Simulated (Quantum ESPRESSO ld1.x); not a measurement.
The numbers below are computed, except where a source is named.
Species: the iron ion Fe4+. Configuration: [Ar] 3d4.

Level of theory: Dirac Kohn-Sham, relativistic LDA (MacDonald-Vosko exchange, VWN5 correlation), spin-unpolarised, spherical densities, point nucleus; open shells are shared between the two j in proportion to 2j + 1 (ld1.x of Quantum ESPRESSO 7.5).

Energy parts (eV):
total: -34424.1
kinetic: 34837.7
electron-nucleus: -81117.4
Hartree: 13229.9
exchange-correlation: -1374.2

Orbitals (lengths in bohr, moments of r in powers of bohr; r(90%) holds 90 % of the orbital's charge):
| orbital | occ. | eigenvalue (eV) | <r^4> | r(90%) | <r^2> |
|---|---|---|---|---|---|
| 1s1/2 | 2 | -7024.21 | 0.00005499 | 0.105 | 0.004625 |
| 2s1/2 | 2 | -877.938 | 0.01251 | 0.415 | 0.08464 |
| 2p1/2 | 2 | -767.086 | 0.009249 | 0.384 | 0.06734 |
| 2p3/2 | 4 | -754.690 | 0.009657 | 0.388 | 0.06896 |
| 3s1/2 | 2 | -151.747 | 0.8508 | 1.19 | 0.7312 |
| 3p1/2 | 2 | -118.891 | 1.075 | 1.26 | 0.7969 |
| 3p3/2 | 4 | -117.245 | 1.117 | 1.27 | 0.8127 |
| 3d3/2 | 1.6 | -63.8128 | 2.253 | 1.51 | 1.039 |
| 3d5/2 | 2.4 | -63.6120 | 2.279 | 1.52 | 1.045 |

The highest occupied level is 3d5/2 at -63.612 eV. For comparison, the ionisation energy in NIST's Atomic Spectra Database is 75.0 eV (semi-empirical). In exact Kohn-Sham theory the highest level is minus the ionisation energy, but local and semilocal functionals leave it too shallow, through self-interaction and a potential that decays too fast; potentials with the right tail come closer. Summed over all electrons, <r^2> = 11.07 bohr^2, which gives a Langevin (diamagnetic) susceptibility term of -8.77 x 10^-6 cm^3/mol.

Beside tabulated values, note that spin-unpolarised runs miss the spin-polarisation part of the exchange energy of open shells.
